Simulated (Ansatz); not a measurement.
Computed with Ansatz on PBE0-D4/def2-TZVP structures; ΔE is electronic, products minus reactants. CCSD(T)/CBS adds triple-zeta CCSD(T) − MP2 to the extrapolated MP2 energy (def2 sets, frozen cores). DFT in def2-TZVPP. One conformer a species, not always the lowest.

Consider the ligand exchange at the Si–S bond: `[SiH3]S[SiH](Cl)Cl` + `S[SiH2]Cl` → `Cl[SiH2]S[SiH](Cl)Cl` + `[SiH3]S`.

| level | ΔE (kcal/mol) |
| --- | --- |
| B2PLYP | 1.3 |
| SCS-MP2/def2-TZVPP | 1.1 |
| HF/CBS(def2) | 1.6 |
| CCSD/CBS(def2) | 1.1 |

Question: What does CCSD(T)/CBS give? (Best estimate.)

Answer: The calculation gave: +1.0 kcal/mol. The listed levels differ from it by 0.3, 0.1, 0.6, 0.1 kcal/mol.

Largest T1 diagnostic among the species: 0.011.

The D4 term adds −0.9 kcal/mol with B3LYP and −0.5 kcal/mol with PBE0; it sums over pairs of atoms, weighted by their polarisabilities, and B3LYP, whose exchange is more repulsive, gets the larger term.

CCSD(T)/CBS has its own doubt, a few kJ/mol and more with outer-core shells, so smaller differences from it don't rank the levels.

B3LYP here is the variant with VWN-RPA as its local correlation; programs differ in this.
